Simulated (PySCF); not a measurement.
GeH4, SMILES [GeH4]. Coordinates come from a PBE-D3(BJ)/def2-TZVPD optimisation. The isomer is the one that the SMILES or the coordinates give; other isomers of the formula were not compared.

Level of theory: PBE-D3(BJ)/def2-TZVPD (PySCF 2.14.0).

Harmonic wavenumbers (cm⁻¹): 786, 786, 786, 893, 893, 2094, 2108, 2108, 2108. Rotational constants (GHz): 78.89, 78.89, 78.89; symmetry number 12.

**Question.** Work out the zero-point energy and the ideal-gas rigid-rotor harmonic-oscillator thermochemistry at 298.15 K and 1 atm.

**Answer.** ZPE = ½ Σ hcν = ½ × 12563 cm⁻¹ = 17.96 kcal/mol. H − E(el) = 20.56 kcal/mol. Entropy in cal/(mol K): translation 38.93, rotation 12.20, vibration 0.95, total 52.07. G − E(el) = 5.03 kcal/mol. Cp = 11.02 cal/(mol K).
